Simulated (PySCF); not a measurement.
A GIAO shielding run with PySCF (density fitting, non-relativistic, gas phase) on `CC[C@H](F)[SiH2]Cl`, C3H8ClFSi:

```
$ OMP_NUM_THREADS=1 python probes_run.py task.json out

{"job": {"kind": "nmr", "xc": "PBE0", "basis": "pcSseg-1"}, "charge": 0, "multiplicity": 1}
C     -1.618491     0.132112     0.787233
C     -0.625008    -0.971269     0.455434
C      0.501976    -0.469379    -0.441577
F      1.298345    -1.563860    -0.780603
Si     1.668237     0.859678     0.327228
Cl     0.938612     2.684389    -0.115346
H     -2.031455     0.560572    -0.123210
H     -2.436836    -0.267855     1.380504
H     -1.140485     0.929156     1.352398
H     -0.192302    -1.377910     1.372129
H     -1.138187    -1.788196    -0.058843
H      0.080948    -0.125691    -1.396124
H      2.983711     0.702741    -0.279484
H      1.710257     0.695040     1.778120
```

Hardware: 1 thread of an Arm Neoverse N1, shared host. The job also computes population analyses, field gradients.

Task: How large is the calculation?

Result: 66 electrons, 156 basis functions and 856 auxiliary functions.

Task: How long does it take, and how much memory does it need?

Result: 33 s of wall time, with 12 SCF cycles and 4 response iterations; peak memory 0.73 GiB. Times on a shared host scatter by some tens of per cent.
